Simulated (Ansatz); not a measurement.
Born–Oppenheimer molecular dynamics of HI (2 atoms, charge 0, multiplicity 1). It starts from a relaxed structure.

All numbers below come from Ansatz 0.2.0, UKS PBE/def2-SVPD.

| Item | Value |
| --- | --- |
| ensemble | NVT, Langevin thermostat |
| time step | 0.25 fs |
| steps asked | 150 |
| set temperature | 200 K |
| friction | 0.01 /fs |
| seed | 618360 |

Frames 0.25 fs apart, positions in Å, forces in eV/Å.

Velocities at 15.0 fs (Å/ps):

```
I -0.87 -0.94 0.01
H -16.33 2.78 13.82
```

```xyz
2
Properties=species:S:1:pos:R:3:forces:R:3 time_fs=15.0 energy_less_start_eV=0.002 T=136
I -0.698 0.241 -0.351 -0.19 0.08 -0.15
H 0.521 -0.251 0.594 0.19 -0.08 0.15
2
Properties=species:S:1:pos:R:3:forces:R:3 time_fs=15.2 energy_less_start_eV=0.002 T=142
I -0.698 0.241 -0.351 -0.21 0.08 -0.16
H 0.517 -0.250 0.597 0.21 -0.08 0.16
2
Properties=species:S:1:pos:R:3:forces:R:3 time_fs=15.5 energy_less_start_eV=0.002 T=138
I -0.699 0.240 -0.351 -0.22 0.09 -0.17
H 0.513 -0.250 0.601 0.22 -0.09 0.17
2
Properties=species:S:1:pos:R:3:forces:R:3 time_fs=15.8 energy_less_start_eV=0.002 T=122
I -0.699 0.240 -0.351 -0.23 0.09 -0.18
H 0.510 -0.250 0.605 0.23 -0.09 0.18
2
Properties=species:S:1:pos:R:3:forces:R:3 time_fs=16.0 energy_less_start_eV=0.003 T=140
I -0.699 0.240 -0.351 -0.24 0.10 -0.19
H 0.506 -0.249 0.608 0.24 -0.10 0.19
2
Properties=species:S:1:pos:R:3:forces:R:3 time_fs=16.2 energy_less_start_eV=0.003 T=151
I -0.699 0.240 -0.351 -0.24 0.10 -0.20
H 0.502 -0.249 0.612 0.24 -0.10 0.20
2
Properties=species:S:1:pos:R:3:forces:R:3 time_fs=16.5 energy_less_start_eV=0.003 T=140
I -0.699 0.239 -0.351 -0.24 0.10 -0.20
H 0.498 -0.249 0.617 0.24 -0.10 0.20
2
Properties=species:S:1:pos:R:3:forces:R:3 time_fs=16.8 energy_less_start_eV=0.003 T=130
I -0.700 0.239 -0.351 -0.24 0.10 -0.19
H 0.495 -0.250 0.621 0.24 -0.10 0.19
2
Properties=species:S:1:pos:R:3:forces:R:3 time_fs=17.0 energy_less_start_eV=0.002 T=115
I -0.700 0.239 -0.351 -0.23 0.09 -0.19
H 0.492 -0.250 0.625 0.23 -0.09 0.19
2
Properties=species:S:1:pos:R:3:forces:R:3 time_fs=17.2 energy_less_start_eV=0.002 T=121
I -0.700 0.239 -0.351 -0.22 0.09 -0.18
H 0.489 -0.250 0.629 0.22 -0.09 0.18
2
Properties=species:S:1:pos:R:3:forces:R:3 time_fs=17.5 energy_less_start_eV=0.002 T=120
I -0.700 0.238 -0.352 -0.21 0.09 -0.17
H 0.486 -0.250 0.634 0.21 -0.09 0.17
2
Properties=species:S:1:pos:R:3:forces:R:3 time_fs=17.8 energy_less_start_eV=0.002 T=116
I -0.700 0.238 -0.352 -0.20 0.08 -0.17
H 0.483 -0.250 0.638 0.20 -0.08 0.17
```

Of the whole run (38 fs, mean temperature of the second half 119 K): The mean temperature of the second half is 40 % below the set value. A run of 0.037 ps of so small a system gives no equilibrium averages.

The run took 3 min on 1 thread of Arm Neoverse N1, on a shared host, peak memory 0.09 GiB.
